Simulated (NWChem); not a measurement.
Molecule: SiH2Br2; SMILES Br[SiH2]Br

Results from NWChem. This build's default masses of Se (78.918 u) and Br (79.917 u) are each other's, which moves their modes by up to 0.6 %. The level has its own optimisation; frequencies are unscaled.

**Question.** Predict the results for LDA (Slater exchange, VWN5)/def2-SVP. Quantities: r Br–Si (Å); r H–Si (Å); highest harmonic frequency (cm⁻¹); lowest (cm⁻¹); zero-point energy (kcal/mol); dipole (D).

**Answer.** 
```
Property                           Result
---------------------------------  ------
r Br–Si (Å)                         2.207
r H–Si (Å)                          1.498
highest harmonic frequency (cm⁻¹)    2204
lowest (cm⁻¹)                         114
zero-point energy (kcal/mol)         11.8
dipole (D)                           1.05
```
